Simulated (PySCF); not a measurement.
TDDFT excited states: C5H14OSn

Species: SnHMe2(OiPr), C5H14OSn.
SMILES: `[H][Sn]([CH3])([CH3])[O]C(C)C`

Theory: PySCF 2.14.0, density-fitted response routines, TDDFT CAM-B3LYP/def2-SVPD, vertical, gas phase, core orbitals frozen in the response, def2 core potentials past Kr. Geometry: PBE0-D3(BJ)/def2-SVP, one conformer, isolated molecule. Spin–orbit coupling is left out.

| state | E (eV) | λ (nm) | ν̃ (cm⁻¹) | f | \|μ\| (D) | main configurations (H = HOMO, L = LUMO) |
| --- | --- | --- | --- | --- | --- | --- |
| S1 | 6.32 | 196.1 | 50990 | 0.0094 | 0.63 | H→L+1 (70%), H→L+3 (14%) |
| S2 | 6.92 | 179.2 | 55790 | 0.079 | 1.73 | H→L (81%) |
| S3 | 7.10 | 174.6 | 57270 | 0.087 | 1.80 | H-1→L+1 (58%), H→L+2 (19%) |
| S4 | 7.16 | 173.2 | 57730 | 0.082 | 1.74 | H→L+3 (64%), H→L+1 (15%) |
| S5 | 7.26 | 170.9 | 58520 | 0.056 | 1.43 | H→L+2 (62%), H-1→L+1 (13%), H→L+3 (10%) |
| S6 | 7.58 | 163.5 | 61180 | 0.024 | 0.90 | H-1→L (49%), H-2→L (18%), H-2→L+1 (10%) |
| S7 | 7.74 | 160.2 | 62430 | 0.011 | 0.61 | H-1→L+2 (41%), H-2→L+1 (17%), H-1→L+3 (9%) |
| S8 | 7.75 | 159.9 | 62530 | 0.028 | 0.97 | H-3→L+1 (20%), H-3→L (16%), H-1→L+3 (15%) |
| S9 | 7.82 | 158.6 | 63070 | 0.029 | 0.98 | H-1→L+2 (43%), H-1→L+3 (21%), H-2→L+1 (12%) |
| S10 | 7.88 | 157.4 | 63550 | 0.010 | 0.59 | H-1→L+3 (22%), H-3→L+1 (19%), H-3→L (18%) |

Triplets (Tamm–Dancoff): T1 5.89 eV, H→L+1 (56%), H→L+3 (26%); T2 6.41 eV, H-1→L+1 (49%), H-1→L+3 (24%); T3 6.51 eV, H→L (34%), H→L+3 (14%), H-2→L (10%); T4 6.83 eV, H→L+2 (23%), H-3→L+3 (18%).

The lowest singlet comes at 196 nm (610 kJ/mol) in the vacuum ultraviolet; it is weak; its leading configuration is HOMO→LUMO+1 (70%). The strongest level in the table is S3 at 7.10 eV (175 nm, f = 0.087). Löwdin shares by element: HOMO oxygen 54%, carbon 26% or more (atoms not listed hold the other 21%); LUMO tin 42%, carbon 19% or more, hydrogen 8% or more (atoms not listed hold the other 30%). Orbital energies (eV): HOMO-3 -9.95, HOMO-2 -9.75, HOMO-1 -9.07, HOMO -8.51, LUMO 0.81, LUMO+1 1.25, LUMO+2 1.37. Weighted by f, the mean energy of these states is 7.24 eV. The window holds the lowest 10 singlets.
